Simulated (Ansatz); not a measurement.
Consider the cleavage of the Si–Sn bond: `O[SiH2][SnH2][SiH3]` + `N[SiH](O)O` → `O[SiH2]N[SiH](O)O` + `[SiH3][SnH3]`.

Calculated with Ansatz (gas phase, PBE0-D4/def2-TZVP geometries, no zero-point term in ΔE). CCSD(T)/CBS is the MP2 limit (def2-TZVPP, def2-QZVPP) plus CCSD(T) − MP2 in def2-TZVPP, frozen cores. This one scheme is used for every species. Functionals use def2-TZVPP. B3LYP here is the variant with VWN-RPA as its local correlation; programs differ in this. def2 core potentials past Kr. For Sn outer-core shells are correlated without core-valence functions, which leaves a few kJ/mol of doubt a bond. One conformer a species, not always the lowest.

```csv
level,ΔE (kJ/mol),difference from CCSD(T)/CBS
PBE-D4,-48.6,11.0
r2SCAN-D4,-61.4,-1.8
PBE0-D4,-54.0,5.6
B3LYP-D4,-62.0,-2.4
ωB97X-V,-65.3,-5.7
ωB97M-V,-67.8,-8.2
B2PLYP,-62.4,-2.8
PBE,-45.4,14.2
r2SCAN,-60.6,-1.0
PBE0,-51.4,8.2
B3LYP,-56.9,2.7
HF/def2-TZVPP,-72.0,-12.4
MP2/def2-TZVPP,-66.4,-6.8
SCS-MP2/def2-TZVPP,-68.2,-8.6
CCSD/def2-TZVPP,-67.0,-7.4
CCSD(T)/def2-TZVPP,-66.8,-7.2
HF/def2-QZVPP,-72.4,-12.8
MP2/def2-QZVPP,-62.4,-2.8
SCS-MP2/def2-QZVPP,-64.5,-4.9
HF/CBS(def2),-72.4,-12.8
MP2/CBS(def2),-59.2,0.4
CCSD/CBS(def2),-59.9,-0.3
CCSD(T)/CBS,-59.6,0
```

Largest T1 diagnostic among the species: 0.013.

From PBE to PBE0 (25 % exact exchange), in def2-TZVPP and without D4, ΔE moves by −6.0 kJ/mol. The D4 term adds −5.1 kJ/mol with B3LYP and −2.6 kJ/mol with PBE0; it sums over pairs of atoms, weighted by their polarisabilities, and B3LYP, whose exchange is more repulsive, gets the larger term.
